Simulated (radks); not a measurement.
Neutral nitrogen inside a hard spherical wall (all orbitals vanish at R), configuration held at [He] 2s2 2p3 and not refilled when levels cross. Calculated with a radial shooting solver on a logarithmic mesh with Libxc functionals: non-relativistic Kohn-Sham, PBE, spin-polarised, spherical densities, point nucleus; open shells are filled with parallel spins first. Eigenvalues in eV for spin up, with the zero of energy where the potential of the charges vanishes at infinity; a dash marks a level that is unbound or too diffuse for the functional's potential to be trusted. A positive occupied level is held by the wall or, in an anion where self-interaction has pushed it up, behind a barrier. The pressure on the wall is -dE/dV.

R (bohr)	E (hartree)	kinetic (hartree)	e(1s)	e(2s)	e(2p)	e(3s, empty)	e(3p, empty)	pressure (GPa)
free	-54.53576	54.382	-383.93	-19.852	-8.304	-	-	0
20	-54.53576	54.382	-383.93	-19.852	-8.304	-	-	< 0.0001
15	-54.53576	54.382	-383.93	-19.852	-8.304	-	-	< 0.0001
6	-54.53381	54.399	-383.74	-19.727	-8.169	3.385	6.287	0.203
5	-54.52596	54.452	-383.25	-19.415	-7.816	6.909	10.540	1.50
4	-54.48347	54.687	-381.46	-18.320	-6.541	15.375	19.707	13.2
2	-52.26683	61.738	-349.92	6.800	19.898	134.81	125.43	2830
